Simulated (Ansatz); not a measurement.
`C[NH][Al]([CH3])[Cl]` + HBr → `[CH3][Al]([Cl])[Br]` + CH₃NH₂  (ligand exchange at the Al–N bond)

Computed with Ansatz on PBE0-D4/def2-TZVP structures; ΔE is electronic, products minus reactants. CCSD(T)/CBS is the MP2 limit (def2-TZVPP, def2-QZVPP) plus CCSD(T) − MP2 in def2-TZVPP, frozen cores. Functionals use def2-TZVPP. For Br outer-core shells are correlated without core-valence functions, which leaves a few kJ/mol of doubt a bond. Scalar relativity is left out up to krypton. One conformer a species, not always the lowest.

`C[NH][Al]([CH3])[Cl]`:

Z-matrix (Å, degrees):
```
C
N 1 1.447
H 1 1.096 2 112.4
H 1 1.096 2 112.3 3 121.6
H 1 1.093 2 110.1 3 -119.2
Al 2 1.762 1 128.9 3 119.2
H 2 1.009 1 112.2 3 -60.8
Cl 6 2.108 2 115.1 1 -180.0
C 6 1.937 2 124.3 1 -0.0
H 9 1.094 6 110.7 2 121.3
H 9 1.094 6 110.7 2 -120.5
H 9 1.092 6 112.5 2 0.4
```

HBr:

Z-matrix (Å, degrees):
```
Br
H 1 1.420
```

`[CH3][Al]([Cl])[Br]`:

```xyz
7

C     0.367   -0.412   -0.818
Al   -0.335    0.402    0.784
Cl    0.811    1.749    1.899
Br   -2.403   -0.034    1.552
H    -0.355   -1.089   -1.279
H     0.639    0.357   -1.547
H     1.277   -0.974   -0.591
```

CH₃NH₂:

Cartesian coordinates in Å:
```
C -0.158 -0.528 0.137
N -0.076 0.879 -0.216
H 0.807 -1.047 0.234
H -0.745 -1.057 -0.617
H -0.689 -0.633 1.085
H 0.404 0.998 -1.099
H 0.456 1.390 0.476
```

| level | ΔE (kJ/mol) |
| --- | --- |
| LDA (SPW92) | -60.1 |
| PBE0 | -74.9 |
| CCSD/def2-SVP | -64.5 |
| CCSD(T)/def2-SVP | -63.2 |

Problem. What does CCSD(T)/CBS give? (Estimate.)

Solution. Computed: -71.1 kJ/mol. The listed levels differ from it by 11.0, -3.8, 6.6, 7.9 kJ/mol.

Largest T1 diagnostic among the species: 0.010.

From BLYP to BHLYP (50 % exact exchange), in def2-TZVPP and without D4, ΔE moves by −7.6 kJ/mol. At CCSD(T), def2-SVP lies +7.9 kJ/mol from the extrapolated value and def2-TZVPP +5.0 kJ/mol.
